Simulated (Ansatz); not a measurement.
Geometry optimisation, RKS PBE-D4/def2-SVP (Ansatz).

input.yaml

```yaml
crystal:
  periodic: [false, false, false]
  atoms:
    - { symbol: Sn, position_ang: [-0.8684, 1.2931, 0.4089] }
    - { symbol: "N", position_ang: [-0.4317, -0.4373, -0.5334] }
    - { symbol: Si, position_ang: [0.3333, -1.4565, 0.6868] }
    - { symbol: In, position_ang: [0.8311, -0.6714, -2.0659] }
    - { symbol: H, position_ang: [-1.6819, 2.4017, -0.7736] }
    - { symbol: H, position_ang: [-2.016, 1.0324, 1.7201] }
    - { symbol: H, position_ang: [0.5653, 2.0906, 1.0206] }
    - { symbol: H, position_ang: [-1.17939, -1.0931, -0.83753] }
    - { symbol: H, position_ang: [1.6719, -0.8581, 1.101] }
    - { symbol: H, position_ang: [1.0732, -0.653, -1.7131] }
basis:
  gaussian: { orbitals: def2-SVP }
hamiltonian:
  xc: pbe
  dispersion: d4
relax:
  f_tol: 0.02
  max_steps: 50
output:
  orbitals: {}
```

Command:

```bash
$ ansatz run input.yaml --threads 2 --pin off --max-ram 3072MiB --backend cpu --events-out ev --progress --plain --runs-dir out
```

Question: Where does it end, and by what steps?

Answer: The run converged. The force dipped under the threshold on the way, but the program's further checks kept it going. After 24 steps the energy has fallen by 195.098 eV; H10 moved furthest, 1.71 Å. The start is strongly strained (largest force component 979 eV/Å), so its close contacts needn't be bonds. Parted: In4–H10 (0.43 → 2.37 Å). Joined: Si3–H10 (2.64 → 1.61 Å).

| step | energy less start (eV) | largest force component (eV/Å) | accepted |
| --- | --- | --- | --- |
| 0 | 0.0000 | 978.762 | yes |
| 1 | -166.2414 | 95.638 | yes |
| 2 | -175.4673 | 62.189 | yes |
| 3 | -184.4098 | 29.179 | yes |
| 4 | -189.6390 | 12.777 | yes |
| 5 | -192.4776 | 4.979 | yes |
| 6 | -193.5410 | 2.889 | yes |
| 7 | -194.4239 | 1.775 | yes |
| 8 | -194.7056 | 1.012 | yes |
| 9 | -194.8955 | 0.362 | yes |
| 10 | -194.9717 | 0.214 | yes |
| 11 | -195.0004 | 0.133 | yes |
| 12 | -195.0244 | 0.203 | yes |
| 13 | -195.0495 | 0.233 | yes |
| 14 | -195.0712 | 0.292 | yes |
| 15 | -195.0566 | 0.998 | no |
| 16 | -195.0862 | 0.117 | yes |
| 17 | -195.0939 | 0.070 | yes |
| 18 | -195.0954 | 0.080 | yes |
| 19 | -195.0963 | 0.045 | yes |
| 20 | -195.0970 | 0.016 | yes |
| 21 | -195.0974 | 0.043 | yes |
| 22 | -195.0975 | 0.052 | yes |
| 23 | -195.0976 | 0.039 | yes |
| 24 | -195.0977 | 0.015 | yes |

```xyz
10
Properties=species:S:1:pos:R:3
Sn -1.085 1.456 0.476
N -0.469 -0.219 -0.631
Si 0.363 -1.654 0.338
In 1.631 -0.036 -1.791
H -2.428 2.139 -0.365
H -1.488 0.955 2.079
H 0.283 2.512 0.474
H -1.266 -0.559 -1.190
H 1.646 -0.746 0.599
H 1.110 -2.199 -0.974
```

Run time: 110 s on 2 threads of Intel(R) Xeon(R) Platinum 8259CL CPU @ 2.50GHz (Skylake/Cascade Lake) (shared host), peak memory 0.19 GiB.
